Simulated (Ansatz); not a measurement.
Cu₁₂S. Total charge 0; singlet. Geometry r2SCAN-D4/def2-SVP.

```xyz
13

S     1.627   -2.273    0.924
Cu   -1.917    2.329    1.648
Cu   -0.394   -1.591   -3.078
Cu   -1.701   -1.643   -1.100
Cu   -0.483   -1.500    0.910
Cu   -0.143    0.106   -1.413
Cu    1.599    2.120    1.379
Cu    1.675    1.645   -1.061
Cu   -0.236    0.726    2.030
Cu   -0.331    1.989    0.011
Cu    0.756   -2.099   -1.120
Cu    1.510   -0.084    0.538
Cu   -1.964    0.276    0.332
```

B3LYP takes the VWN-RPA correlation. Single mean-field runs in def2-TZVP are fitted with def2-universal-jkfit. The restricted singlet is unstable towards broken spin symmetry in Hartree–Fock (as tested in another run); at PBE-D4/def2-SVP, PBE-D4/def2-TZVP, B3LYP-D4/def2-TZVP, PBE0-D4/def2-SVP and others this wasn't settled. Another isomer (singlet) lies 0.34 eV lower at PBE0-D4/def2-TZVP; other spin states weren't run for this one.

Task: Estimate the orbital energies around the gap (eV) in Ansatz with PBE-D4/def2-SVP, PBE-D4/def2-TZVP, B3LYP-D4/def2-TZVP, PBE0-D4/def2-SVP, PBE0-D4/def2-TZVP.

Result: 
```csv
orbital,PBE-D4/def2-SVP,PBE-D4/def2-TZVP,B3LYP-D4/def2-TZVP,PBE0-D4/def2-SVP,PBE0-D4/def2-TZVP
HOMO−5,-5.12,-5.50,-6.61,-6.42,-6.72
HOMO−4,-5.10,-5.44,-6.37,-6.22,-6.49
HOMO−3,-4.94,-5.26,-6.12,-5.98,-6.24
HOMO−2,-4.88,-5.19,-6.03,-5.87,-6.15
HOMO−1,-4.48,-4.81,-5.25,-4.97,-5.29
HOMO,-4.21,-4.52,-4.91,-4.63,-4.93
LUMO,-3.51,-3.81,-3.29,-2.81,-3.07
LUMO+1,-3.27,-3.57,-3.01,-2.52,-2.78
LUMO+2,-2.56,-2.88,-2.28,-1.77,-2.06
LUMO+3,-2.42,-2.75,-2.13,-1.61,-1.90
LUMO+4,-2.29,-2.59,-2.01,-1.51,-1.80
LUMO+5,-1.93,-2.22,-1.60,-1.09,-1.32
```
